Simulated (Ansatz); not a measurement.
Wavefunction ladder for CH4AlClFSb (`[F][Al]([SbH2])[CH2]Cl`)

Z-matrix (Å, degrees):
```
Al
Sb 1 2.631
C 1 1.950 2 125.2
F 1 1.654 2 118.5 3 -174.3
Cl 1 2.491 2 114.9 3 54.1
H 2 1.709 1 88.4 3 -119.8
H 2 1.710 1 88.6 3 -28.4
H 3 1.087 1 121.0 2 -162.9
H 3 1.087 1 122.2 2 -11.1
```

Total charge 0; spin multiplicity 1. Correlated methods include outer-core shells of Sb, which these sets cover unevenly. Sb takes the def2 core potential. The geometry is a stationary point of PBE0-D4/def2-TZVP. It is one conformer, not always the lowest. Frozen core, restricted reference, the Gaussian-basis code of Ansatz.

```json
{"basis": "def2-SVP", "HF (Eh)": "?", "MP2 corr.": "-0.63972", "CCSD corr.": "-0.68994", "(T)": "-0.01724", "CCSD(T) total": "?"}
{"basis": "def2-TZVPP", "HF (Eh)": "?", "MP2 corr.": "?", "CCSD corr.": "-1.07380", "(T)": "?", "CCSD(T) total": "?"}
{"basis": "def2-QZVPP", "HF (Eh)": "-1080.50890", "MP2 corr.": "-1.34430", "CCSD corr.": "–", "(T)": "–", "CCSD(T) total": "–"}
```

Problem. Fill in the withheld values. (An estimate is asked.)

Solution. Computed: def2-SVP HF (Eh): -1080.05349; def2-SVP CCSD(T) total: -1080.76067; def2-TZVPP HF (Eh): -1080.48067; def2-TZVPP MP2 corr.: -1.04338; def2-TZVPP (T): -0.03834; def2-TZVPP CCSD(T) total: -1081.59281.
